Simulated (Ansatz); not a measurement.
Cost and result for the atomization energy of C2H6OSSi, SMILES `O=C[SiH2]CS` (11 atoms, 10 bonds).

```
atom   x (Å)   y (Å)   z (Å)
  O1  -0.523  -1.573  -1.405
  C2  -0.197  -0.443  -1.677
 Si3   0.423   0.810  -0.353
  C4   0.348   0.016   1.337
  S5  -1.359  -0.447   1.751
  H6  -0.234  -0.114  -2.744
  H7  -0.428   2.026  -0.423
  H8   1.812   1.170  -0.763
  H9   1.013  -0.846   1.423
 H10   0.654   0.738   2.098
 H11  -1.510  -1.337   0.756
```

Charge 0, multiplicity 1. The geometry is a stationary point of PBE0-D4/def2-TZVP. It is one conformer, not always the lowest. Program: Ansatz. All runs use 4 threads of an Arm Neoverse V2 on a shared host. Times are those of one run each, without the atoms' runs, and a repeat can differ threefold. Electronic energies, without spin–orbit coupling; frozen cores. CCSD(T)/CBS adds CCSD(T) − MP2 in def2-TZVPP to the MP2 limit, and its time is that of the two runs behind it. T1 = 0.014. B3LYP takes the VWN-RPA correlation (the form of Gaussian; ORCA's B3LYP/G).

CCSD(T)/CBS is a level of theory with its own doubt, some kJ/mol a heavy atom from the limit and from the frozen cores, so smaller differences don't rank the functionals.

```
                             level  functions  wall time  atomization (kcal/mol)  difference from CCSD(T)/CBS  per bond
   PBE-D4/def2-TZVPP (with forces)        261      2.6 s                   961.0                         20.1       2.0
                PBE0-D4/def2-TZVPP        261      3.3 s                   941.2                          0.3       0.0
r2SCAN-D4/def2-TZVPP (with forces)        261      5.5 s                   943.3                          2.4       0.2
 B3LYP-D4/def2-TZVPP (with forces)        261      5.5 s                   939.7                         -1.2      -0.1
                 B2PLYP/def2-TZVPP        261      6.5 s                   928.3                        -12.6      -1.3
                ωB97X-V/def2-TZVPP        261      8.5 s                   945.7                          4.8       0.5
  ωB97M-V/def2-TZVPP (with forces)        261       13 s                   945.2                          4.3       0.4
                    MP2/def2-QZVPP        491       25 s                   944.2                          3.3       0.3
                CCSD(T)/def2-TZVPP        261    2.8 min                   914.4                        -26.5      -2.6
                 CCSD(T)/CBS(def2)          –    3.2 min                   940.9                          0.0       0.0
```

The D4 term adds +10.2 kcal/mol with B3LYP and +5.3 kcal/mol with PBE0; it sums over pairs of atoms, weighted by their polarisabilities, and B3LYP, whose exchange is more repulsive, gets the larger term. In def2-TZVPP, CCSD(T) changes the Hartree–Fock value by +245.6 kcal/mol (the triples alone add +16.2 kcal/mol) and MP2 by +259.7 kcal/mol; breaking electron pairs costs correlation energy, which Hartree–Fock lacks. From PBE to PBE0 (25 % exact exchange), in def2-TZVPP and without D4, the atomization energy moves by −18.9 kcal/mol: exact exchange takes away binding that semilocal exchange gives to molecules.
